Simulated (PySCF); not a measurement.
Peak assignment

Geometry:
| atom | x (Å) | y (Å) | z (Å) |
| --- | --- | --- | --- |
| C1 | 2.144 | -0.295 | 0.364 |
| C2 | 1.927 | 1.035 | -0.025 |
| C3 | 0.660 | 1.498 | -0.318 |
| C4 | -0.393 | 0.595 | -0.214 |
| N5 | -1.734 | 0.764 | -0.434 |
| C6 | -2.387 | -0.420 | -0.199 |
| C7 | -1.486 | -1.372 | 0.175 |
| C8 | -0.199 | -0.751 | 0.176 |
| C9 | 1.097 | -1.188 | 0.467 |
| H10 | 3.152 | -0.623 | 0.586 |
| H11 | 2.770 | 1.712 | -0.096 |
| H12 | 0.495 | 2.527 | -0.617 |
| H13 | -2.171 | 1.618 | -0.725 |
| H14 | -3.456 | -0.489 | -0.321 |
| H15 | -1.715 | -2.397 | 0.421 |
| H16 | 1.275 | -2.214 | 0.768 |

Non-relativistic Hamiltonian, isolated molecule, single conformer. Coordinates at the PBE0-D3(BJ)/def2-TZVP level; GIAO B97-2/pcSseg-2 shieldings; PySCF 2.14.

Shifts are taken against calculated references (same method and geometry level): TMS for ¹³C (σ = 185.38 ppm), ¹H (σ = 31.64 ppm).

**Question.** Assign these signals to the numbered atoms. ¹³C{¹H} NMR (computed): δ 141.8, 135.4, 128.3, 127.9, 127.3, 126.1, 115.1, 108.7.

**Answer.** 
141.8 → C4, ring-fusion aromatic carbon
135.4 → C8, ring-fusion aromatic carbon
128.3 → C2, aromatic CH: the aromatic region
127.9 → C6, aromatic CH next to a ring nitrogen
127.3 → C9, aromatic CH: the aromatic region
126.1 → C1, aromatic CH
115.1 → C3, aromatic CH
108.7 → C7, aromatic CH

C2 and C6; C6 and C9; C9 and C1 lie closer than the usual error of such a calculation, so a measured spectrum could show them in the other order.

**Question.** Assign these signals to the numbered atoms. ¹H NMR (300 MHz, computed): δ 7.92 (d, 1H), 7.75 (br s, 1H), 7.49 (m, 1H), 7.46 (m, 1H), 7.41 (m, 1H), 7.24 (m, 1H), 6.83 (m, 1H).

**Answer.** 
| δ (ppm) | atoms | environment | reason |
| --- | --- | --- | --- |
| 7.92 | H16 | hydrogen on an aromatic CH | it sits in the deshielding region of the aromatic ring current |
| 7.75 | H13 | hydrogen on a pyrrole-type ring nitrogen | exchangeable, gas-phase position |
| 7.49 | H12 | hydrogen on an aromatic CH | aromatic region |
| 7.46 | H11 | hydrogen on an aromatic CH | – |
| 7.41 | H10 | hydrogen on an aromatic CH | – |
| 7.24 | H14 | hydrogen on an aromatic CH next to a ring nitrogen | it sits in the deshielding region of the aromatic ring current |
| 6.83 | H15 | hydrogen on an aromatic CH | the ring current deshields protons in the ring plane |

H12 and H11; H11 and H10 lie closer than the usual error of such a calculation, so a measured spectrum could show them in the other order.

Exchangeable OH/NH protons stand at their gas-phase positions; hydrogen bonding in a real sample shifts them, mostly to higher δ. Shifts are as computed. Against solution values, carbons near 30 ppm lie about +3 ppm off and those near 130 ppm about +7 ppm. Of 1309 compounds with measured shifts, 239 miss one by over three times the rms of a fit or turn the order of signals round; such compounds aren't used in these exercises. Multiplicities follow the n + 1 count of equivalent neighbours, as no J values were calculated; m marks all less simple cases, F and P coupling included.
